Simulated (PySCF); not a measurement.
Relaxation of quintet PtF4

Method: PySCF, UPBE0, basis Pt x2c-TZVPall, F x2c-TZVPall (spin-free X2C, no spin–orbit coupling, density fitting). A (50,194) grid was used.

A hand-made see-saw start, of C2v symmetry, held to at least that symmetry:

```xyz
5
charge 0 multiplicity 5, angstrom
Pt    0.0000    0.0000   -0.1843
F     0.0000    1.8629   -0.0213
F     0.0000   -1.8629   -0.0213
F     1.4736    0.0000    0.9670
F    -1.4736    0.0000    0.9670
```

Task: What does it relax to?

Result: It ends at D2d with Pt–F 1.920 Å (×4); F–Pt–F 101.7° (×4), F–Pt–F 126.5° (×2) (after a last refinement on a finer grid). A frequency run shows a minimum. Other isomers or separated fragments may lie lower.

Task: How much energy is released, and in how many steps?

Result: 92.5 kJ/mol in 12 steps.

Other spin states or occupations of the open shell can lie lower. No spin–orbit coupling is included, which matters more the heavier the element.

The relaxation took 2.7 min on 8 threads of a shared AMD EPYC 9R14 (Zen 4) host, with 205 basis functions and 13 gradients; the process peaked at 3 GiB. Launch command: `OMP_NUM_THREADS=8 python axn.py task.json out`.
